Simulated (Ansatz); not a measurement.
Input file for Ansatz (a first-principles code): R-wB97M-V/def2-TZVPP on CH4BF (SMILES CBF), atoms moved off the minimum.

Ansatz 0.2 input:
```yaml
crystal:
  periodic: [false, false, false]
  atoms:
    - {symbol: B, position_ang: [-0.21250417, -0.42833186, 0.17904479]}
    - {symbol: H, position_ang: [-0.88790280, -1.41921586, 0.45030044]}
    - {symbol: F, position_ang: [1.00644418, -0.38259273, 0.73622420]}
    - {symbol: C, position_ang: [-0.69120679, 0.70714802, -0.79701273]}
    - {symbol: H, position_ang: [-1.61425617, 1.09907083, -0.39443502]}
    - {symbol: H, position_ang: [-0.91076439, 0.32221171, -1.79598964]}
    - {symbol: H, position_ang: [0.02774214, 1.53531708, -0.89014518]}
basis:
  gaussian:
    orbitals: def2-TZVPP
hamiltonian:
  xc: {name: wB97M-V}
scf: {lower_state_search: off}
output: {forces: true}
```

Give the final energy of this run.

-165.2611 hartree.

How many basis functions does it have, and what does it roughly cost on one machine?

149 functions; very roughly 10 core-seconds.
